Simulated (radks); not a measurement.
The numbers below are computed, except where a source is named.
All-electron atom: Eu+ in [Xe] 4f5.5 6s1 6p1.5 (fractional occupations, a model configuration). Code: a radial shooting solver on a logarithmic mesh with Libxc functionals. Model: scalar-relativistic Kohn-Sham, r2SCAN, spin-unpolarised, spherical densities, finite nucleus; meta-GGA in the generalised Kohn-Sham scheme; Fermi nuclear charge, rms radius 5.1115 fm.

X-ray form factor f0, the Fourier transform of the density (f0(0) = 62):

sin(theta)/lambda (1/angstrom)  f0 (electrons)
0.05                                    60.672
0.1                                     57.691
0.15                                    54.431
0.2                                     51.239
0.25                                    48.051
0.3                                     44.913
0.4                                     39.236
0.5                                     34.602
0.6                                     30.801
0.8                                     24.837
1                                       20.613
1.25                                    17.235
1.5                                     14.987
2                                       11.327
